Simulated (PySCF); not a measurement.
Si(Cl)2(GeH3)(OH) (Cl2GeH4OSi), SMILES O[Si](Cl)(Cl)[GeH3].

Geometry: B3LYP-D3(BJ)/def2-SVP. One conformer was computed; it need not be the lowest.

Two levels are set side by side: TDA-PBE/def2-SVPD (PySCF) and TDA-PBE0/def2-SVPD (PySCF). Vertical, same geometry. The lowest singlet is HOMO→LUMO+1 60 %, HOMO→LUMO 35 % with PBE and HOMO→LUMO 63 %, HOMO→LUMO+1 28 % with the other functional; states are paired by order. Differences are taken from unrounded values.

```csv
quantity,TDA-PBE0
lowest singlet excitation (eV),7.15
lowest triplet excitation (TDA) (eV),6.20
first bright state (f over 0.05) (eV),7.15
its oscillator strength,0.18
```

### Question
What does TDA-PBE give, and how far is it from TDA-PBE0? (The exact figures need the calculation; the answer reports its results.)

### Answer

```
quantity                               TDA-PBE  TDA-PBE minus TDA-PBE0
-------------------------------------  -------  ----------------------
lowest singlet excitation (eV)            6.45                   -0.69
lowest triplet excitation (TDA) (eV)      5.84                   -0.37
first bright state (f over 0.05) (eV)     6.45                   -0.69
its oscillator strength                   0.16                   -0.03
```

Functionals without exact exchange tend to place singlet excitations lower, as here. Differences between two approximate levels are no errors against the true value.

Rough cost on one machine, each run with all the roots and properties that it gave: TDA-PBE0 against TDA-PBE about 3 times.
